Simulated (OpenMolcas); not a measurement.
**The standard entropy of Si2H6O2 (SMILES O[SiH2][SiH2]O) from a frequency calculation**

A singlet with charge 0, relaxed at HF/6-31G* (Cartesian functions) (OpenMolcas 26.06):

```xyz
10

O    -1.0586    1.8794    0.9862
Si    0.1005    0.6943    0.9533
Si   -0.1354   -0.6822   -0.9405
O     1.0236   -1.8674   -0.9734
H    -0.9597    2.6275    0.4152
H    -0.0727   -0.0932    2.1890
H     1.4549    1.2943    0.9763
H    -1.4898   -1.2820   -0.9639
H     0.0377    0.1052   -2.1764
H     0.9248   -2.6153   -0.4023
```

Harmonic wavenumbers in cm⁻¹: 56, 123, 157, 159, 251, 393, 491, 641, 757, 803, 887, 892, 911, 957, 965, 1011, 1038, 1065, 2344, 2345, 2379, 2382, 4142, 4143.

Masses in u: O 15.999, Si 28.085, H 1.008. Take T = 298.15 K, p = 1 bar, R = 8.3145 J/(mol K), kT/hc = 207.22 cm⁻¹, rigid rotor and harmonic oscillator.

**Question.** Work out S° at 298 K.

**Answer.** 
1. Translation (Sackur–Tetrode): S = R[3/2 ln M + 5/2 ln T − 1.1517] with M = 94.216 gives 165.5 J/(mol K).
2. Rotation: principal moments 42.890, 254.736, 283.727 u Å² give A, B, C = 0.393, 0.0662, 0.0594 cm⁻¹; the symmetry number is σ = 1; q = (√π/σ)√((kT/hc)³/ABC) = 134494; S = R(ln q + 3/2) = 110.7.
3. Vibration: with u = ν̃/207.22, each mode gives R[u/(eᵘ − 1) − ln(1 − e⁻ᵘ)]; the sum is 74.9, most from 56 cm⁻¹ (19.2), 123 cm⁻¹ (12.8), 157 cm⁻¹ (10.8).
4. Spin: R ln 1 = 0.0.
5. Sum: 165.5 + 110.7 + 74.9 + 0.0 = 351.1 J/(mol K).

No measured value is set beside it here. Where a soft mode is a torsion, a harmonic oscillator describes it poorly. One conformer is counted; others would raise S. Unscaled Hartree–Fock wavenumbers run high.
